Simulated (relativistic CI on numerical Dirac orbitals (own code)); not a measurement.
Computed by Dirac-Coulomb-Breit CI, KLI orbitals optimised for each configuration, model QED, unscaled Slater integrals (own radial code, finite nucleus).

The strongest absorption lines from the ground level of an ion, among the configurations computed and to levels below about 656 eV (vacuum wavelength in nm, gf): 2.4584 (0.0013), 2.5230 (0.00049), 2.5619 (0.21), 2.6308 (0.13), 4.2898 (0.00011), 4.9200 (0.00014), 13.277 (1.2), 21.725 (0.1).

Task: Which ion is it?
A. Ce28+
B. Sm32+
C. Ce30+
D. Xe24+

Result: A. Ce28+ has 30 electrons and the ground level 4s² ¹S0; the strongest line goes to 4s4p ¹P°1. The pattern of lines fixes the number of electrons, and along that sequence the line energies rise steadily with the charge (about as its square where n changes within one kind of shell, about linearly where n is kept but much faster in heavy ions where fine structure, which grows about as Z⁴, sets the gap, and irregularly where shells cross), which fixes Z. Configurations outside the model, such as inner-shell arrays, can give stronger lines. At this charge energies of transitions that change n are usually good to better than 1 %, and those within a shell (Δn = 0) to a few per cent.

LS names give the leading component of a level, which can be under half, so a name can repeat, a term be missing and a line seem to break the LS rules.
